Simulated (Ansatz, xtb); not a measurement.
**Relative energy of two isomers of C4H8BF**

Structure I: `B[C@@H]1CC[C@H]1F`, a singlet. Structure II: `B[C@@H]1CC[C@@H]1F`, a singlet. Both are isolated molecules in the gas phase, relaxed with PBE0-D3(BJ)/def2-SVP; the shapes shown needn't be the lowest conformers.

I (Å):

```xyz
14

C    -0.6871    0.4705   -0.5580
C    -2.0558   -0.0422   -0.0364
C    -1.4814   -0.0050    1.3933
C    -0.3767    0.9180    0.8802
B    -0.4852    1.3590   -1.8141
F     0.8882    0.6828    1.3385
H     0.3920    2.1932   -1.8433
H    -1.1738    1.1997   -2.7977
H    -0.0326   -0.4071   -0.7588
H    -2.4113   -1.0106   -0.4149
H    -2.8567    0.6979   -0.1854
H    -2.1189    0.3479    2.2169
H    -1.0357   -0.9736    1.6674
H    -0.6011    1.9867    1.0458
```

II (Å):

```xyz
14

C    -0.5342    0.5594   -0.5382
C    -1.4170   -0.6387   -0.1176
C    -1.5905    0.0360    1.2583
C    -0.3701    0.9034    0.9485
B    -1.0302    1.6300   -1.5450
F    -0.4590    2.2238    1.2924
H    -0.6585    2.7763   -1.4634
H    -1.7044    1.2925   -2.4933
H     0.4167    0.2944   -1.0620
H    -2.3285   -0.8190   -0.7054
H    -0.8547   -1.5818   -0.0503
H    -1.5675   -0.5885    2.1630
H    -2.4864    0.6754    1.2830
H     0.5611    0.5059    1.3869
```

Energies in hartree; the thermal terms are from GFN2-xTB frequencies at re-optimised GFN2-xTB minima (ideal gas, soft modes damped towards free rotors, one conformer each, 298.15 K, 1 atm) and include the zero-point energy:

```
                              I           II
E, CCSD(T)/def2-SVP  −280.889648  −280.889917
    E, MP2/def2-SVP  −280.802975  −280.803277
  E, MP2/def2-TZVPP  −281.326968  −281.326440
  zero-point energy     0.110978     0.111050
       H(298 K) − E     0.118596     0.118656
       G(298 K) − E     0.080588     0.080591
```

Q: Correct the CCSD(T) difference for the basis set by the MP2 change, then work out ΔE, ΔE₀, ΔH and ΔG for I → II in kcal/mol (1 Eh = 627.51 kcal/mol) and the equilibrium ratio [II]/[I].

A: 1. Differences II − I: CCSD(T) −0.000269, MP2 in the small set −0.000302, MP2 in the large set +0.000528 Eh.
2. ΔE = −0.000269 + (+0.000528 − (−0.000302)) = +0.000561 Eh = +0.35 kcal/mol.
3. ΔE₀ = ΔE + ΔZPE = +0.000561 + (+0.000072) Eh = +0.40 kcal/mol.
4. ΔH = ΔE + (+0.000060) Eh = +0.39 kcal/mol.
5. ΔG = ΔE + (+0.000003) Eh = +0.35 kcal/mol, so ΔS = (ΔH − ΔG)/T = +0.5 J/(mol K).
6. kT = 0.9442 mEh, so K = [II]/[I] = exp(−ΔG/kT) = exp(−0.60) ≈ 0.55.

The two are too close for this level to say which is favoured. An error of 1 kcal/mol in ΔG would change K by a factor of 5.4. Mirror images and further conformers aren't counted.

As drawn, both hold the same kinds of bond in the same numbers.

Other levels gave ΔE = +0.6 (GFN2-xTB); +0.4 (HF/STO-3G, GFN2-xTB geometries); −0.5 (r2SCAN-D4/def2-SVP, GFN2-xTB geometries); −0.5 (PBE0-D3(BJ)/def2-SVP); +0.2 (HF/def2-SVP); −0.2 (MP2/def2-SVP); −0.2 (CCSD(T)/def2-SVP) kcal/mol. The correlated steps freeze 6 core orbitals. Programs: Ansatz 0.2.0, xtb 6.7.1.
